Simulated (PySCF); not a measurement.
Species: C$_{4}$H$_{4}$N (charge -1, singlet). It need not be the lowest isomer of its formula. Whether it binds its extra electron was not tested at this geometry. 
Structure (B3LYP-D3(BJ)/def2-TZVP (Ansatz) minimum search):
SMILES: C/[C-]=C\C#N
```xyz
9

C     -1.7577    -0.1013     0.0556
C     -0.7425    -1.2225     0.0579
C      0.5668    -0.8496     0.0078
C      1.0601     0.4952    -0.0462
N      1.4409     1.5927    -0.0896
H     -1.3758     0.9374     0.0138
H     -2.4436    -0.2366    -0.7907
H     -2.3915    -0.1859     0.9478
H      1.3647    -1.5942     0.0057
```
Charge -1, spin multiplicity 1.

Dispersion corrections to the total energy (kcal/mol) from the dftd3 and dftd4 libraries through PySCF: D3(BJ) without and D4 with the three-body term, each with the damping fitted for the functional named.

```json
[
 {"functional": "BLYP", "D3(BJ)": "-8.63", "D4": "(withheld)"},
 {"functional": "B2GP-PLYP", "D3(BJ)": "-2.35", "D4": "-1.86"},
 {"functional": "LC-wPBE", "D3(BJ)": "-3.75", "D4": "-4.89"},
 {"functional": "PBE0", "D3(BJ)": "-3.49", "D4": "-3.72"},
 {"functional": "CAM-B3LYP", "D3(BJ)": "-3.08", "D4": "-3.72"},
 {"functional": "B2PLYP", "D3(BJ)": "(withheld)", "D4": "-3.10"},
 {"functional": "BP86", "D3(BJ)": "-6.30", "D4": "(withheld)"}
]
```

Q: Fill in the missing entries.

A: 
- BLYP, D4: -9.93
- B2PLYP, D3(BJ): -3.18
- BP86, D4: -5.82
